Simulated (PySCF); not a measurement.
Some computed properties have been withheld. Give your best values.

Compound: C5H3N3Se.
SMILES: `[H]/N=C/c1n[se]cc1C#N`

Conformer (atom-mapped SMILES and torsion angles): `[H]/[N:9]=[CH:8]/[c:7]1[c:3]([C:2]#[N:1])[cH:4][se:5][n:6]1`: N6–C7–C8–N9 180°.

| property | level | value |
| --- | --- | --- |
| point group | PBE0-D3(BJ)/def2-SVP | Cs |
| rotational constants A, B, C | PBE0-D3(BJ)/def2-SVP | ? |
| dipole moment | B3LYP/def2-SVPD | 4.26 D |
| HOMO energy | B3LYP/def2-SVPD | ? |
| LUMO energy | B3LYP/def2-SVPD | -2.51 eV |
| lowest singlet excitation | TDDFT B3LYP/def2-SVPD | 4.24 eV (292 nm, f = 0.001) |
| strongest line among the 6 lowest singlet transitions | TDDFT B3LYP/def2-SVPD | ? |
| static isotropic polarisability | B3LYP/def2-SVPD | ? |
| electronic spatial extent ⟨r²⟩ about the centre of nuclear charge | B3LYP/def2-SVPD | 1631 bohr² |

The electronic properties come from PySCF, for the isolated species, density fitting. The structure is a single PBE0-D3(BJ)/def2-SVP conformer in the gas phase; no vibrational or solvent corrections. Relativistic effects, spin–orbit coupling among them, are left out although an element past zinc is present.

Task: The static isotropic polarisability?

Result: 104.0 au.

Task: What are the rotational constants A, B, C?

Result: 2.300, 0.817, 0.603 GHz.

Task: The strongest line among the 6 lowest singlet transitions?

Result: S2 at 4.57 eV (271 nm, f = 0.119).

Task: What is the HOMO energy?

Result: -7.57 eV.

The dipole matches unit charges of opposite sign 0.89 Å apart (1 e·Å = 4.8032 D). With B = h/(8π²I), that is 505.379 GHz u Å² over I, the principal moments of inertia are 219.7, 618.5 and 838.2 u Å² (most abundant isotopes); the inertial defect Ic − Ia − Ib is 0.0 u Å² (zero for a rigid planar frame, negative otherwise). In wavenumbers S1 is 34200 cm⁻¹ (1 eV = 8065.54 cm⁻¹).
